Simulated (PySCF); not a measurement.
Working with the constants of HgP

PBE constants of HgP, ⁴Σ⁻ (quartet), unpaired electrons σ ↑, π ↑↑ (PySCF, scalar-relativistic core potentials, basis sets Hg def2-SVPD with ECP60, P def2-SVPD; masses 201.9706 and 30.9738 u):

| Item | Value |
| --- | --- |
| ωe | 91.9 cm⁻¹ |
| ωexe | 2.02 cm⁻¹ |
| Be | 0.073903 cm⁻¹ |
| αe | 0.00152 cm⁻¹ |
| D (centrifugal) | 1.91e-07 cm⁻¹ |
| De to Hg + P | 0.158 eV |

(1) Give the vibrational terms G(v) and spacings up to v = 5.

(2) How well does the Morse estimate ωe²/(4ωexe) reproduce De, and what is D0?

The bond is weak. Basis-set superposition, not corrected here, can be much of De in a small basis, most of all at correlated wavefunction levels. Functionals without a dispersion term scatter widely for such bonds, and LDA overbinds them. These are scalar-relativistic numbers at best; spin–orbit coupling would shift them, the dissociation energy most. The state is the lowest determinant that a PBE0 search found; another state may lie lower at other levels.

Results:

(1) G(v) = ωe(v+½) − ωexe(v+½)².

```json
{"v": "0", "G(v) (cm⁻¹)": "45.4", "G(v) − G(v−1)": "", "Bv (cm⁻¹)": "0.07314"}
{"v": "1", "G(v) (cm⁻¹)": "133.3", "G(v) − G(v−1)": "87.9", "Bv (cm⁻¹)": "0.07162"}
{"v": "2", "G(v) (cm⁻¹)": "217.1", "G(v) − G(v−1)": "83.8", "Bv (cm⁻¹)": "0.07010"}
{"v": "3", "G(v) (cm⁻¹)": "296.9", "G(v) − G(v−1)": "79.8", "Bv (cm⁻¹)": "0.06858"}
{"v": "4", "G(v) (cm⁻¹)": "372.6", "G(v) − G(v−1)": "75.7", "Bv (cm⁻¹)": "0.06706"}
{"v": "5", "G(v) (cm⁻¹)": "444.3", "G(v) − G(v−1)": "71.7", "Bv (cm⁻¹)": "0.06554"}
```

(2) It gives 0.130 eV, 82 % of the computed De. D0 = De − G(0) = 0.158 − 0.006 = 0.152 eV.
